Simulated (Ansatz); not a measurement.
Geometry optimisation, RKS LDA/def2-SVP (Ansatz).

Input file:

```yaml
crystal:
  periodic: [false, false, false]
  atoms:
    - { symbol: Ga, position_ang: [-0.925014, 0.323988, -0.822327] }
    - { symbol: Br, position_ang: [0.307922, 1.137465, 2.589681] }
    - { symbol: C, position_ang: [0.48364, -0.755375, -0.744242] }
    - { symbol: H, position_ang: [0.410146, 0.244376, 1.390142] }
    - { symbol: H, position_ang: [-2.130963, 1.272882, -0.771163] }
    - { symbol: H, position_ang: [0.36672, -1.849277, -0.6331] }
    - { symbol: H, position_ang: [1.48745, -0.374159, -1.008992] }
basis:
  gaussian: { orbitals: def2-SVP }
hamiltonian:
  xc: lda
relax:
  f_tol: 0.03
  max_steps: 50
```

Run as:

```bash
$ ansatz run input.yaml --threads 2 --pin off --max-ram 3072MiB --backend cpu --events-out ev --progress --plain --runs-dir out
```

**Question.** Where does it end, and by what steps?

**Answer.** The run converged. After 15 steps the energy has fallen by 3.608 eV; H4 moved furthest, 1.66 Å. Parted: Br2–H4 (1.50 → 3.58 Å). Joined: Ga1–Br2 (3.72 → 2.29 Å), C3–H4 (2.36 → 1.11 Å).

```
step  energy less start (eV)  largest force component (eV/Å)  accepted
   0                  0.0000                           0.342       yes
   1                 -0.1153                           0.584       yes
   2                 -0.2373                           1.216       yes
   3                 -0.4519                           1.647       yes
   4                 -1.0471                           1.427       yes
   5                 -1.6872                           3.628       yes
   6                 -2.2267                           2.318       yes
   7                 -2.9952                           1.551       yes
   8                 -3.2133                           1.879       yes
   9                 -3.4441                           0.915       yes
  10                 -3.5534                           0.979       yes
  11                 -3.5929                           0.305       yes
  12                 -3.5216                           0.637        no
  13                 -3.6006                           0.138       yes
  14                 -3.6081                           0.041       yes
  15                 -3.6085                           0.016       yes
```

```xyz
7
Properties=species:S:1:pos:R:3
Ga -0.728 0.667 0.066
Br -0.334 1.945 1.920
C 0.561 -0.733 -0.264
H 0.891 -1.183 0.694
H -2.001 1.101 -0.731
H 0.157 -1.518 -0.936
H 1.454 -0.280 -0.749
```

Whether the end is a true minimum wasn't checked by a vibrational analysis.

The run took 15 s on 2 threads of Arm Neoverse V2, on a shared host, peak memory 0.14 GiB.
